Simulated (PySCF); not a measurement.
1,1-difluorobuta-1,2-diene (C₄H₄F₂), SMILES CC=C=C(F)F.

Geometry: PBE0-D3(BJ)/def2-SVP.

Level of theory: TDA-PBE/def2-SVPD (PySCF).

Vertical excitations. Isolated molecule, no solvent. State labels are in the subgroup Cs.

### Question
Estimate the UV-visible absorptions. (The exact figures need the calculation; the answer reports its results.)

### Answer

```
state  symmetry  energy (eV)  λ (nm)      f                                           main pairs
-----  --------  -----------  ------  -----  ---------------------------------------------------
S1           A"         4.46     278  0.000                                      HOMO→LUMO 100 %
S2           A'         6.02     206  0.035                   HOMO→LUMO+2 50 %, HOMO→LUMO+1 44 %
S3           A"         6.59     188  0.000                                  HOMO−1→LUMO+1 100 %
S4           A'         6.63     187  0.011  HOMO→LUMO+3 55 %, HOMO→LUMO+2 27 %, HOMO→LUMO+1 9 %
S5           A'         7.02     177  0.036                                     HOMO→LUMO+4 92 %
S6           A"         7.23     172  0.016                                  HOMO−1→LUMO+2 100 %
S7           A'         7.31     170  0.178                   HOMO−1→LUMO 53 %, HOMO→LUMO+3 23 %
S8           A"         7.77     160  0.003                                     HOMO−2→LUMO 98 %
S9           A"         7.80     159  0.010                                   HOMO−1→LUMO+3 98 %
S10          A"         8.02     155  0.008                 HOMO−1→LUMO+4 53 %, HOMO→LUMO+6 47 %
T1           A"         4.03     308      0                                      HOMO→LUMO 100 %
T2           A'         4.30     288      0                                     HOMO−1→LUMO 95 %
T3           A'         4.75     261      0                                     HOMO→LUMO+1 86 %
T4           A'         6.01     206      0                                     HOMO→LUMO+2 91 %
```
Triplets are in the Tamm–Dancoff approximation.
